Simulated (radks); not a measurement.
Values are calculated unless marked as measured or tabulated.
Excited configurations of Yb II: one electron is placed in a higher orbital outside [Xe] 4f14. The ground configuration is [Xe] 4f14 6s1. Code: a radial shooting solver on a logarithmic mesh with Libxc functionals. Model: scalar-relativistic Kohn-Sham, PBE, spin-polarised, spherical densities, point nucleus; open shells are filled with parallel spins first (spin-orbit coupling, left out, can overturn this in heavy ions). Excitation = E - E(ground); binding = E(ion) - E, where the ion is the core of charge +2; n* = 2/sqrt(2 binding) in atomic units, and the quantum defect is n - n*.

outer orbital,excitation (eV),binding (eV),n*,quantum defect,eigenvalue (eV),<r> (bohr)
5d,2.979,9.461,2.398,2.602,-5.872,2.979
6p,3.810,8.630,2.511,3.489,-6.598,4.566
6d,7.573,4.867,3.344,2.656,-3.700,7.367
6f,10.012,2.428,4.734,1.266,-1.873,14.66
7d,9.440,3.000,4.259,2.741,-2.379,12.94
7f,10.698,1.742,5.589,1.411,-1.382,22.01

The Delta-SCF ionisation energy is 12.440 eV (NIST Atomic Spectra Database: 12.179 eV, measured). Self-interaction in the functional shifts the binding energies and quantum defects, so they are the method's values and not measured ones.
